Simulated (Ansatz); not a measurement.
Consider the atomization: `NB(O)[SiH2]F` → B• + F• + 5 H• + N• + O• + Si•.

Computed with Ansatz on PBE0-D4/def2-TZVP structures; ΔE is electronic, products minus reactants. CCSD(T)/CBS adds triple-zeta CCSD(T) − MP2 to the extrapolated MP2 energy (def2 sets, frozen cores). This one scheme is used for every species, atoms too. DFT in def2-TZVPP. B3LYP here is the variant with VWN-RPA as its local correlation; programs differ in this. No spin–orbit coupling; open shells (•) take unrestricted orbitals. Spin–orbit coupling would lower the free atoms: a little for B, F, O, Si. One conformer a species, not always the lowest.

(1) What is ΔE at CCSD(T)/CBS? (Best estimate.)

(2) What do these levels give: B2PLYP, B3LYP, HF/def2-TZVPP, CCSD/def2-TZVPP, MP2/CBS(def2), CCSD/CBS(def2)? (Estimate.)

Largest T1 diagnostic among the species: 0.014.

Answers

(1) The calculation gave: +3806.2 kJ/mol.

(2) The calculation gave: B2PLYP 3771.7, B3LYP 3781.4, HF/def2-TZVPP 2760.2, CCSD/def2-TZVPP 3639.6, MP2/CBS(def2) 3889.9, CCSD/CBS(def2) 3752.2 kJ/mol.

In def2-TZVPP, CCSD(T) changes the Hartree–Fock value by +933.3 kJ/mol (the triples alone add +54.0 kJ/mol) and MP2 by +1017.0 kJ/mol; breaking electron pairs costs correlation energy, which Hartree–Fock lacks. From PBE to PBE0 (25 % exact exchange), in def2-TZVPP and without D4, ΔE moves by −80.2 kJ/mol: exact exchange takes away binding that semilocal exchange gives to molecules.

For atomizations the MP2-based limit and the directly extrapolated one differ by several kJ/mol either way, and by 10 to 25 for some Ge, Se and Sn compounds, so smaller differences from it don't rank the levels.
